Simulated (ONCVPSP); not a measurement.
# Scattering properties, ONCV potential for Li (Z = 3)

Li, optimised norm-conserving Vanderbilt (ONCV), made with ONCVPSP 4.0.1 (LDA (Perdew-Wang 92), scalar-relativistic). Core [He], reference 2s1. Waves: 2s: rc 2.25 bohr, ncon 4, nbas 8, qcut 2.3 1/bohr, 1 projector; p scattering state at 0.45 Ha: rc 1.75 bohr, ncon 4, nbas 8, qcut 5.5 1/bohr, 2 projectors, debl 0.7 Ha; d scattering state at 0.26 Ha: rc 2.30 bohr, ncon 3, nbas 7, qcut 4 1/bohr, 2 projectors, debl 1.2 Ha. Local part: polynomial inside 1.25 bohr (lpopt 5, dvloc0 0 Ha). Core correction: Teter function, fcfact 3.75, rcfact 1.05.

The phase is arctan(r·R′/R) of the radial function R(r), unwrapped; energies in Ha, scanned from -2 to 5 Ha. A pole is an energy at which the radial function vanishes at the test radius. The pseudo phase is shifted by a multiple of π to meet the all-electron one at the reference energy, and phase errors are pseudo minus all-electron; the curves can meet again beyond the range given. Levels narrower than the energy grid can be missing from the lists of poles.

For each channel, where are the poles, and over which energies does the pseudopotential scatter like the atom?

```tsv
channel	radius (bohr)	reference energy (Ha)	poles, all-electron	poles, pseudo	unbroken range about the reference energy with phases within 0.05 rad	phase error 1 Ha above the reference energy (rad)
s	2.29	-0.11	-1.86, 1.29	0.87, 2.57	-1.7 to 0.5	-0.127
p	1.78	0.45	1.76	1.76	the whole range	+0.000
d	2.33	0.26	2.34	2.34	below 3.4	-0.000
```

Phases in the p channel:

```json
{"E (Ha)": "-1.98", "all-electron": "1.177", "pseudo": "1.177"}
{"E (Ha)": "-1.80", "all-electron": "1.151", "pseudo": "1.151"}
{"E (Ha)": "-1.62", "all-electron": "1.120", "pseudo": "1.120"}
{"E (Ha)": "-1.44", "all-electron": "1.082", "pseudo": "1.082"}
{"E (Ha)": "-1.26", "all-electron": "1.034", "pseudo": "1.034"}
{"E (Ha)": "-1.08", "all-electron": "0.975", "pseudo": "0.975"}
{"E (Ha)": "-0.90", "all-electron": "0.896", "pseudo": "0.896"}
{"E (Ha)": "-0.72", "all-electron": "0.790", "pseudo": "0.790"}
{"E (Ha)": "-0.54", "all-electron": "0.642", "pseudo": "0.642"}
{"E (Ha)": "-0.36", "all-electron": "0.431", "pseudo": "0.431"}
{"E (Ha)": "-0.18", "all-electron": "0.140", "pseudo": "0.140"}
{"E (Ha)": "0.00", "all-electron": "-0.217", "pseudo": "-0.217"}
{"E (Ha)": "0.18", "all-electron": "-0.567", "pseudo": "-0.567"}
{"E (Ha)": "0.36", "all-electron": "-0.845", "pseudo": "-0.845"}
{"E (Ha)": "0.54", "all-electron": "-1.045", "pseudo": "-1.045"}
{"E (Ha)": "0.72", "all-electron": "-1.188", "pseudo": "-1.188"}
{"E (Ha)": "0.90", "all-electron": "-1.292", "pseudo": "-1.292"}
{"E (Ha)": "1.08", "all-electron": "-1.372", "pseudo": "-1.372"}
{"E (Ha)": "1.26", "all-electron": "-1.436", "pseudo": "-1.436"}
{"E (Ha)": "1.44", "all-electron": "-1.490", "pseudo": "-1.490"}
{"E (Ha)": "1.62", "all-electron": "-1.537", "pseudo": "-1.537"}
{"E (Ha)": "1.80", "all-electron": "-1.580", "pseudo": "-1.580"}
{"E (Ha)": "1.98", "all-electron": "-1.621", "pseudo": "-1.621"}
{"E (Ha)": "2.16", "all-electron": "-1.662", "pseudo": "-1.662"}
{"E (Ha)": "2.34", "all-electron": "-1.705", "pseudo": "-1.705"}
{"E (Ha)": "2.52", "all-electron": "-1.753", "pseudo": "-1.753"}
{"E (Ha)": "2.70", "all-electron": "-1.809", "pseudo": "-1.809"}
{"E (Ha)": "2.88", "all-electron": "-1.879", "pseudo": "-1.879"}
{"E (Ha)": "3.06", "all-electron": "-1.972", "pseudo": "-1.971"}
{"E (Ha)": "3.24", "all-electron": "-2.105", "pseudo": "-2.104"}
{"E (Ha)": "3.42", "all-electron": "-2.311", "pseudo": "-2.309"}
{"E (Ha)": "3.60", "all-electron": "-2.646", "pseudo": "-2.641"}
{"E (Ha)": "3.78", "all-electron": "-3.132", "pseudo": "-3.124"}
{"E (Ha)": "3.96", "all-electron": "-3.615", "pseudo": "-3.606"}
{"E (Ha)": "4.14", "all-electron": "-3.944", "pseudo": "-3.938"}
{"E (Ha)": "4.32", "all-electron": "-4.146", "pseudo": "-4.141"}
{"E (Ha)": "4.50", "all-electron": "-4.274", "pseudo": "-4.270"}
{"E (Ha)": "4.68", "all-electron": "-4.361", "pseudo": "-4.357"}
{"E (Ha)": "4.86", "all-electron": "-4.423", "pseudo": "-4.420"}
```
